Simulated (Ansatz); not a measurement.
```yaml
atoms:
  - { symbol: C, position_ang: [-0.0172, -0.3205, -2.5942] }
  - { symbol: C, position_ang: [0.0037, 0.5640, -1.2602] }
  - { symbol: C, position_ang: [0.0306, -0.3498, 0.0143] }
  - { symbol: C, position_ang: [-0.0204, 0.4721, 1.2700] }
  - { symbol: C, position_ang: [-0.0078, -0.3608, 2.5748] }
  - { symbol: H, position_ang: [-0.0381, 0.3420, -3.4535] }
  - { symbol: H, position_ang: [0.9131, -1.0007, -2.5656] }
  - { symbol: H, position_ang: [-0.9043, -0.9972, -2.6366] }
  - { symbol: H, position_ang: [-0.9007, 1.2129, -1.3103] }
  - { symbol: H, position_ang: [0.8639, 1.2122, -1.2350] }
  - { symbol: H, position_ang: [0.9154, -0.9607, 0.0283] }
  - { symbol: H, position_ang: [-0.9079, -0.9408, -0.0032] }
  - { symbol: H, position_ang: [-0.8450, 1.2214, 1.2720] }
  - { symbol: H, position_ang: [0.9180, 1.2024, 1.3015] }
  - { symbol: H, position_ang: [-0.0148, 0.2905, 3.4065] }
  - { symbol: H, position_ang: [-0.8557, -0.9339, 2.6054] }
  - { symbol: H, position_ang: [0.9248, -0.9715, 2.6304] }
```

Basis set: 6-31G (spherical functions). Frozen core: 5 orbitals. Charge 0, multiplicity 1.

Computed with Ansatz (development build ahead of 0.2.0); each method stands on the lowest determinant of its kind that the runs found. Restricted open shells among the atoms or ions are ROHF, correlated in semicanonical orbitals with singles.

The atomization energy at this shape (free ground-state atoms in the same class of orbitals less the molecule, no zero-point energy) of singlet C5H12:

| method | atomization energy |
| --- | --- |
| RHF | 50.78 eV |

Q: What does RHF-MP2 give?

A: 60.18 eV.

This basis has no polarisation functions and is too small for such energies, which can lie far from measured ones in either direction.
